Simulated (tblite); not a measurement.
A tight-binding relaxation on `CC#CC[C@H](F)[SiH2]N(C)C`.

Computed with GFN2-xTB geometry optimisation, gas phase (tblite 0.8.0). Start geometry: from a force field or distance geometry. A driver script takes a list of jobs; this job's settings line and coordinates (Å) are shown.

Command:
```bash
OMP_NUM_THREADS=1 python probes_run.py task.json out
```

Input:
```
{"job": {"kind": "relax", "xc": "GFN2-xTB", "basis": "xTB"}, "charge": 0, "multiplicity": 1}
C     -4.558400     0.747800    -0.648700
C     -3.477100    -0.063000    -0.134100
C     -2.563800    -0.741500     0.308600
C     -1.469900    -1.548500     0.824100
C     -0.157300    -1.334700     0.089500
F      0.681000    -2.357600     0.436900
Si     0.725800     0.284100     0.418100
N      2.189500     0.494300    -0.496500
C      2.852000     1.797500    -0.528300
C      3.213900    -0.556200    -0.492200
H     -5.325700     0.926600     0.121500
H     -4.200600     1.718200    -0.989400
H     -5.058800     0.255800    -1.482700
H     -1.738400    -2.616100     0.745600
H     -1.342300    -1.360200     1.907700
H     -0.323300    -1.431200    -0.984600
H      1.114700     0.398100     1.853300
H     -0.135500     1.439400     0.092500
H      3.363000     2.015600     0.420400
H      3.583600     1.858800    -1.338300
H      2.124300     2.614300    -0.710100
H      3.953800    -0.384300    -1.290000
H      3.754500    -0.585900     0.475000
H      2.783100    -1.551700    -0.693800
```

Q: Give the output.

A: 
```
step      E/eV     max force
  0    -856.06338    2.233
  1    -856.04760    5.979
  2    -856.19463    0.501
  3    -856.21060    0.302
  4    -856.22793    0.245
  5    -856.23763    0.260
  6    -856.24744    0.296
  7    -856.25455    0.201
  8    -856.26099    0.192
  9    -856.26706    0.201
... (125 lines left out)
135    -856.35071    0.019
136    -856.35079    0.026
137    -856.35091    0.028
138    -856.35102    0.022
139    -856.35110    0.017
140    -856.35115    0.013
141    -856.35118    0.013
142    -856.35121    0.015
143    -856.35122    0.011
144    -856.35123    0.007
```

«max force» is the largest atomic force in eV/Å.

Q: From which step on does the largest force stay under 0.1 eV/Å, and how much energy is left to gain from there?

A: From step 105 (0.022 eV/Å), 2.5 meV above the end.

Summary of the converged run: energy lowered by 6.6 kcal/mol over 144 steps; largest atomic force 0.007 eV/Å at the end.

Q: Give the final coordinates.

A: 0.389 Å rms from the input after alignment:
```
atom  x, y, z in Å
C1    -4.1586    0.8789   -0.8276
C2    -3.2011   -0.0190   -0.2181
C3    -2.4041   -0.7502    0.2975
C4    -1.4388   -1.6467    0.8977
C5    -0.0596   -1.4592    0.2710
F6     0.7692   -2.4702    0.7642
Si7    0.6990    0.2510    0.6862
N8     2.0276    0.5173   -0.3656
C9     2.5687    1.8466   -0.5057
C10    3.0102   -0.4994   -0.6686
H11   -4.9392    1.1353   -0.1116
H12   -3.6579    1.7928   -1.1465
H13   -4.6162    0.4055   -1.6959
H14   -1.7665   -2.6827    0.7575
H15   -1.3769   -1.4543    1.9726
H16   -0.1213   -1.6422   -0.8077
H17    0.9820    0.2199    2.1341
H18   -0.2727    1.2989    0.3748
H19    3.3759    2.0343    0.2119
H20    2.9709    1.9775   -1.5135
H21    1.7845    2.5795   -0.3402
H22    3.3444   -0.3902   -1.7043
H23    3.8871   -0.4157   -0.0167
H24    2.5816   -1.4878   -0.5409
```

Time: 2.4 s. Hardware: one thread of an Intel Xeon, no GPU, on a shared host.
Labels such as C1 count atoms from 1, the log's own numbers from 0.
